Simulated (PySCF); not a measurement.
Molfile (atoms numbered from 1):
```
C4H6F2O2
     RDKit          3D

 14 14  0  0  0  0  0  0  0  0999 V2000
    0.5127    0.0722   -2.0850 F   0  0  0  0  0  0  0  0  0  0  0  0
    0.8616   -0.0000   -0.7767 C   0  0  0  0  0  0  0  0  0  0  0  0
    2.2204   -0.0622   -0.7303 F   0  0  0  0  0  0  0  0  0  0  0  0
    0.3884    1.2417   -0.0451 C   0  0  0  0  0  0  0  0  0  0  0  0
   -1.0072    1.2058    0.1177 O   0  0  0  0  0  0  0  0  0  0  0  0
   -1.4096    0.0337    0.7599 C   0  0  0  0  0  0  0  0  0  0  0  0
   -1.1095   -1.1100    0.0182 O   0  0  0  0  0  0  0  0  0  0  0  0
    0.2776   -1.2550   -0.1555 C   0  0  0  0  0  0  0  0  0  0  0  0
    0.6417    2.1318   -0.6210 H   0  0  0  0  0  0  0  0  0  0  0  0
    0.9002    1.2801    0.9272 H   0  0  0  0  0  0  0  0  0  0  0  0
   -0.9274   -0.0300    1.7524 H   0  0  0  0  0  0  0  0  0  0  0  0
   -2.4923    0.0771    0.8586 H   0  0  0  0  0  0  0  0  0  0  0  0
    0.4508   -2.1075   -0.8125 H   0  0  0  0  0  0  0  0  0  0  0  0
    0.7828   -1.4277    0.8055 H   0  0  0  0  0  0  0  0  0  0  0  0
  1  2  1  0
  2  3  1  0
  2  4  1  0
  4  5  1  0
  5  6  1  0
  6  7  1  0
  7  8  1  0
  8  2  1  0
  4  9  1  0
  4 10  1  0
  6 11  1  0
  6 12  1  0
  8 13  1  0
  8 14  1  0
M  END
```

Method: structure optimised with PBE0-D3(BJ)/def2-TZVP, GIAO PBE0/pcSseg-2 shieldings, in PySCF 2.14 (fast rotation and ring inversion assumed for equivalent nuclei, a single conformation, no relativistic terms, no solvent model).

References, each an isolated molecule treated in the same way: TMS for ¹³C (σ = 186.03 ppm), ¹H (σ = 31.52 ppm); CFCl3 for ¹⁹F (σ = 174.31 ppm); H2O for ¹⁷O (σ = 329.54 ppm).

```
         atoms  nucleus  count  δ (ppm)
            C2      ¹³C      1    120.8
       H11/H12       ¹H      2     4.79
         O5/O7      ¹⁷O      2        ?
         F1/F3      ¹⁹F      2   -130.6
H9/H10/H13/H14       ¹H      4        ?
         C4/C8      ¹³C      2     74.9
            C6      ¹³C      1     99.2
```

Problem. Complete the table.

Solution. 
- H9/H10/H13/H14: 3.81 ppm, hydrogen on an sp3 CH2 bonded to O; its carbon carries O, hence the downfield position
- O5/O7: 68.6 ppm, ether oxygen

Shifts are as computed. Against solution values, carbons near 30 ppm lie about +3 ppm off and those near 130 ppm about +9 ppm. Of 1211 compounds with measured shifts, 218 miss one by over three times the rms of a fit or turn the order of signals round; such compounds aren't used in these exercises. Unscaled 19F shifts against computed CFCl3 carry errors that often reach 10 to 50 ppm. Experimental scales use liquid or dissolved standards, which lie at an offset from isolated H2O (liquid H2O: subtract about 36 ppm).
